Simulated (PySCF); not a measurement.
SMILES CC[SiH2][SiH2]C(=O)O, GFN2-xTB optimised geometry.

```
17

C      1.67    -0.69     0.00
C      0.15    -0.69     0.00
Si    -0.59     1.07     0.00
Si     0.20     2.23     1.85
C     -0.88     3.79     2.04
O     -0.65     4.89     1.59
O     -2.02     3.53     2.70
H      2.06    -1.71    -0.01
H      2.05    -0.17    -0.88
H      2.06    -0.19     0.89
H     -0.21    -1.24    -0.87
H     -0.21    -1.24     0.87
H     -2.06     0.93    -0.02
H     -0.23     1.71    -1.27
H      0.06     1.53     3.13
H      1.58     2.72     1.76
H     -2.58     4.32     2.77
```

Density from CAM-B3LYP/def2-SVP run with PySCF at that geometry.

Minimum of the electron density along straight lines between bonded atoms, close to the bond critical point (lines longer than 1.1 times the sum of covalent radii, or with two minima, are not listed):

```tsv
bond	length / Å	ρ at the minimum / e bohr⁻³	∇²ρ there / e bohr⁻⁵	position (fraction from the first atom)
C1–C2	1.524	0.242	-0.55	0.50
C2–Si3	1.909	0.112	0.30	0.62
Si4–C5	1.908	0.110	0.34	0.38
C5–O6	1.206	0.417	0.30	0.33
C5–O7	1.342	0.299	-0.29	0.33
C1–H8	1.089	0.277	-1.03	0.63
C1–H9	1.088	0.277	-1.03	0.63
C1–H10	1.089	0.276	-1.01	0.62
C2–H11	1.091	0.273	-0.98	0.63
Si3–H13	1.473	0.115	0.32	0.49
Si3–H14	1.472	0.115	0.32	0.49
Si4–H15	1.469	0.116	0.32	0.49
Si4–H16	1.467	0.117	0.32	0.49
O7–H17	0.973	0.341	-2.27	0.82
```
